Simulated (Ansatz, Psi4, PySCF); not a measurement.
O2S, charge +1, doublet, at a GFN2-xTB geometry (a state made from the parent by changing its charge; the spin is typed, not shown lowest). Base run: PBE0/STO-3G in PySCF.

Here is a job for PySCF.
```python
from pyscf import gto, scf, dft

mol = gto.M(
    atom='''
S     0.01164702   -0.00345740    0.31572720
O    -0.03156227    1.26296905   -0.30120014
O     0.00826823   -1.25605426   -0.33025426
''',
    basis='sto-3g',
    charge=1,
    spin=1,
    verbose=4,
)

mf = dft.UKS(mol)
mf.xc = 'pbe0'
mf.kernel()
```

The same geometry, method and basis name were run in Ansatz (a quantum-chemistry and plane-wave program) and Psi4 and PySCF, at each program's defaults and at the settings that a row names. The base is PySCF at its defaults. Differences at the defaults can come from grids, fitting, cores and function types together.

```json
[
 {"code and settings": "PySCF, defaults (exact integrals, its default grid, spherical functions)", "ΔE vs base (µEh)": "0.0", "basis functions": "19", "E (Eh)": "-541.35834", "SCF cycles": "10"},
 {"code and settings": "Psi4, defaults (density fitting with its default set, its default grid, spherical functions)", "ΔE vs base (µEh)": "-1235", "basis functions": "19", "E (Eh)": "-541.35958", "SCF cycles": "9"},
 {"code and settings": "Ansatz, defaults (factorised integrals, its default grid, spherical functions)", "ΔE vs base (µEh)": "3.3", "basis functions": "19", "E (Eh)": "-541.35834", "SCF cycles": "-"},
 {"code and settings": "PySCF, density fitting with def2-universal-jkfit", "ΔE vs base (µEh)": "-1256", "basis functions": "19", "E (Eh)": "-541.35960", "SCF cycles": "10"},
 {"code and settings": "PySCF, fine grid", "ΔE vs base (µEh)": "2.8", "basis functions": "19", "E (Eh)": "-541.35834", "SCF cycles": "10"},
 {"code and settings": "Psi4, exact integrals, spherical functions, fine grid", "ΔE vs base (µEh)": "2.9", "basis functions": "19", "E (Eh)": "-541.35834", "SCF cycles": "11"},
 {"code and settings": "Ansatz, high accuracy", "ΔE vs base (µEh)": "3.0", "basis functions": "19", "E (Eh)": "-541.35834", "SCF cycles": "-"}
]
```

Open shells are given as the SCF converged; they aren't shown to be the lowest states, and a large step between rows can be another state.
